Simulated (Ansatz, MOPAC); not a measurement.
Molecule: CH5Si, net charge 1, singlet state. SMILES of the parent species: C[SiH2]

Atoms: C1, Si2, H3, H4, H5, H6, H7. Bonds: C1-Si2, C1-H3, C1-H4, C1-H5, Si2-H6, Si2-H7.

Bond lengths (Å) and angles (degrees) optimised at PM6 with MOPAC; HF/6-31G* with Ansatz (a quantum-chemistry and plane-wave program); PBE/6-31G* with Ansatz, each started from the B3LYP-D3(BJ)/def2-TZVP structure (Ansatz) of the last column. A row stands for all coordinates that are equal there; 9 of 10 kinds are shown. 6-31G* holds six Cartesian d functions. No wavenumbers were computed at PBE/6-31G*, so these may be saddle points.

| coordinate | PM6 | HF/6-31G* | PBE/6-31G* | B3LYP-D3(BJ)/def2-TZVP |
|---|---|---|---|---|
| C1-Si2 | 1.803 | 1.837 | 1.830 | 1.812 |
| C1-H3 | 1.115 | 1.085 | 1.104 | 1.092 |
| C1-H5 | 1.117 | 1.092 | 1.115 | 1.103 |
| Si2-H6 | 1.458 | 1.456 | 1.489 | 1.469 |
| Si2-C1-H3 | 114.8 | 111.6 | 112.1 | 112.1 |
| Si2-C1-H5 | 114.3 | 108.6 | 107.7 | 106.6 |
| C1-Si2-H6 | 120.4 | 121.6 | 121.6 | 121.5 |
| H3-C1-H4 | 104.8 | 110.1 | 111.2 | 111.4 |
| H3-C1-H5 | 103.4 | 107.4 | 106.7 | 107.2 |

Mean signed difference of all 6 bond lengths from B3LYP-D3(BJ)/def2-TZVP: PM6 0.005 Å, HF/6-31G* -0.004 Å, PBE/6-31G* 0.015 Å.
